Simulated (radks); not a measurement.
Results of a calculation; reference values are marked as such.
Task: All-electron atom: Nb2+ in [Ar] 3d10 4s1.5 4p6 4d3 4f0.5 (fractional occupations, a model configuration). Level of theory: Dirac Kohn-Sham, BLYP, spin-unpolarised, spherical densities, finite nucleus; open shells fill j = l - 1/2 first; Fermi nuclear charge, rms radius 4.324 fm (a radial shooting solver on a logarithmic mesh with Libxc functionals).

Spin-orbit splittings of the eigenvalues, e(l+1/2) - e(l-1/2), with zeta = 2 splitting/(2l+1) and mean radii in bohr:

shell  occ.  splitting (eV)   zeta (eV)  <r> j=l-1/2  <r> j=l+1/2
2p        6           95.85       63.90       0.1346       0.1391
3p        6               ?           ?       0.4386       0.4491
3d       10           2.893       1.157       0.4308       0.4343
4p        6           2.210       1.474        1.255        1.284
4d        3          0.2228     0.08913        1.763        1.777
4f      0.5       0.0003195  0.00009127        5.745        5.746

Estimate the 3p splitting.

Result: 15.53 eV (zeta = 10.35 eV).
